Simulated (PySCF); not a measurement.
C₅H₅F, SMILES C(=C)=CC(=C)F.

The structure is a stationary point at PBE-D3(BJ)/def2-SVP. This is a generated structure with no PubChem entry under its InChIKey; it may be hypothetical. One conformer was computed; it need not be the lowest.

Computed with PBE/def2-TZVP in PySCF.

The molecule is in vacuum.

Computed frontier levels, gap, dipole moment and polarisability:
```json
{
 "highest_occupied_level": "-5.78 eV",
 "lowest_empty_level": "-1.92 eV",
 "orbital_gap": "3.86 eV",
 "dipole_moment": "1.25 D",
 "quadrupole, principal values (traceless, Buckingham form, about the centre of nuclear charge)": "-4.06, -3.34, 7.40 D·Å",
 "mean_static_polarisability": "71.2 bohr³ (10.55 Å³)",
 "polarisability_principal_values": "39.5, 48.5, 125.5 bohr³"
}
```
